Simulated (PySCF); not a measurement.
Isomers of C3H9B. Method used: TDDFT CAM-B3LYP/def2-SVPD, vertical, gas phase, core orbitals frozen in the response in PySCF 2.14.0, density-fitted response routines. Geometries: PBE0-D3(BJ)/def2-SVP; one conformer of each isolated species. Triplets are in the Tamm–Dancoff approximation.

A. `B(C)(C)C`
B. `[H]B([H])CCC`
C. `CCBC`

Lowest singlet levels (six at most, fewer where fewer were computed) with oscillator strengths:

1. 218 nm (f 0.001); 215 nm (f 0.007); 168 nm (f 0.001); 163 nm (f 0.037); 145 nm (f 0.005); 143 nm (f 0.020); T1 5.04 eV
2. 204 nm (f 0.002); 197 nm (f 0.001); 155 nm (f 0.015); 150 nm (f 0.086); 149 nm (f 0.013); 139 nm (f 0.004); T1 5.54 eV
3. 188 nm (f 0.001 summed over 2 states); 156 nm (f 0.063); 155 nm (f 0.057); 139 nm (f 0.006); 132 nm (f 0.000); 131 nm (f 0.012 summed over 2 states); T1 6.07 eV

Problem. Match each spectrum to its molecule.

Solution. 1 = B, 2 = C, 3 = A.
- A: S1 at 6.59 eV, HOMO→LUMO+1 (90%); Löwdin shares by element: HOMO (one of a set within 0.03 eV) carbon 54%, boron 25% (atoms not listed hold the other 22%); LUMO boron 50%, carbon 18% (atoms not listed hold the other 32%); HOMO -9.97 and LUMO 0.91 eV.
- B: S1 at 5.68 eV, HOMO-1→LUMO (55%), HOMO→LUMO (34%); Löwdin shares by element: HOMO carbon 39% or more, boron 26%, hydrogen 11% or more (atoms not listed hold the other 24%); LUMO boron 52%, hydrogen 22% or more, carbon 11% or more; HOMO -10.18 and LUMO -0.23 eV.
- C: S1 at 6.08 eV, HOMO→LUMO (90%); Löwdin shares by element: HOMO carbon 38% or more, boron 26%, hydrogen 9% or more (atoms not listed hold the other 26%); LUMO boron 47%, carbon 27% or more, hydrogen 9% or more (atoms not listed hold the other 16%); HOMO -9.86 and LUMO 0.52 eV.
